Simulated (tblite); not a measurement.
Species: C7H14Si2.
SMILES with atom numbers: `[CH:1]#[C:2]/[CH:3]=[C:4](/[CH2:5][SiH3:6])[SiH:7]([CH3:8])[CH3:9]` (hydrogens: H10 on C1; H11 on C3; H12, H13 on C5; H14, H15, H16 on Si6; H17 on Si7; H18, H19, H20 on C8; H21, H22, H23 on C9)

Geometry (GFN2-xTB, Å), atoms numbered from 1 in this order:
```
atom  x, y, z in Å
C1    -2.1525   -0.0968    2.5485
C2    -1.0801   -0.3575    2.0706
C3     0.2002   -0.6781    1.5846
C4     0.5764   -0.5846    0.3006
C5     1.9793   -0.9169   -0.0800
Si6    3.0623    0.6552   -0.1196
Si7   -0.6048    0.0084   -1.0602
C8    -2.0845   -1.1799   -1.1923
C9    -1.1871    1.7807   -0.6915
H10   -3.0954    0.1374    2.9447
H11    0.8981   -1.0200    2.3451
H12    2.0009   -1.3882   -1.0630
H13    2.4134   -1.6206    0.6344
H14    3.0573    1.2707    1.2091
H15    2.5310    1.5973   -1.1048
H16    4.4281    0.2672   -0.4829
H17    0.1400   -0.0085   -2.3373
H18   -2.7849   -0.8505   -1.9535
H19   -2.6195   -1.2403   -0.2497
H20   -1.7630   -2.1839   -1.4524
H21   -0.3478    2.4679   -0.6423
H22   -1.8658    2.1410   -1.4584
H23   -1.7063    1.8271    0.2607
```

Computed values, GFN2-xTB/tblite, gas phase, harmonic and unscaled. This tight-binding method is rough: wavenumbers can miss measured ones by several per cent, in bad cases by 10 to 20. Modes of hydrogen on silicon can be 10 to 20 % off. One conformer, not necessarily the lowest.

Harmonic wavenumbers (cm⁻¹): 42.3, 51.1, 88.3, 99.6, 107.3, 110.6, 117.0, 131.0, 156.3, 169.1, 190.2, 283.9, 320.1, 394.0, 437.0, 480.8, 506.2, 546.0, 609.0, 625.6, 628.3, 646.8, 674.9, 708.1, 739.5, 759.0, 772.9, 784.1, 788.5, 801.3, 806.5, 829.4, 839.8, 843.7, 858.0, 1038.5, 1117.5, 1160.7, 1196.1, 1298.1, 1367.8, 1370.1, 1470.3, 1483.9, 1485.9, 1487.9, 1490.6, 1621.2, 2129.3, 2241.1, 2248.2, 2260.3, 2270.8, 2951.6, 2978.7, 2983.9, 3040.3, 3040.5, 3043.4, 3045.0, 3047.4, 3050.2, 3390.6.

A = 1427, B = 764.5, C = 636.9 MHz; mass 154.063 u (most abundant isotopes); point group C1, symmetry number 1.

Question: What is the zero-point energy?

Answer: ½Σν̃ = 38128 cm⁻¹ = 456.11 kJ/mol.

Question: Entropy at 500 K, 1 bar (ideal gas, RRHO, classical rotation)?

Answer: Translation 182.43, rotation 134.12, vibration 323.92: S = 640.5 J/(mol K).

Question: And Cp and H(500 K) − H(0)?

Answer: Cp = 311.79 J/(mol K), of which vibrations give 278.53 (their classical limit is 63 R = 523.8); H(500 K) − H(0) = 95.45 kJ/mol without the zero-point energy, 78.83 from vibrations.

Question: What must be added to the electronic energy to get the Gibbs energy at 500 K and 1 bar?

Answer: ZPE + [H(500 K) − H(0)] − T·S = 456.11 + 95.45 − 320.23 = 231.33 kJ/mol.

Question: How do the functions run with temperature in this model?

Answer: 
```
T (K)  S (J/(mol K))  Cp (J/(mol K))  H − H(0) (kJ/mol)  G − H(0) (kJ/mol)  ln q(vib)
  100          329.0           112.6               7.28             -25.62       3.18
  200          424.1           168.9              21.31             -63.50       7.78
  300          503.5           225.7              41.09            -109.96      12.05
  800          806.0           391.9             202.03            -442.74      30.61
 1000          897.5           427.8             284.17            -613.29      36.92
```

q(vib) and H(0) count from the zero-point level.

Question: Which modes carry the vibrational entropy at 500 K?

Answer: 42.3 cm⁻¹: 25.83; 51.1 cm⁻¹: 24.26; 88.3 cm⁻¹: 19.73; 99.6 cm⁻¹: 18.73; 107.3 cm⁻¹: 18.12; 110.6 cm⁻¹: 17.87 J/(mol K); the other 57 give 199.38 together.

Hindered rotation and anharmonicity are outside this model. Other conformers, if any are populated, would add a mixing term that is left out. The structure is chiral; the term R ln 2 for an equal mix with its mirror image is left out.
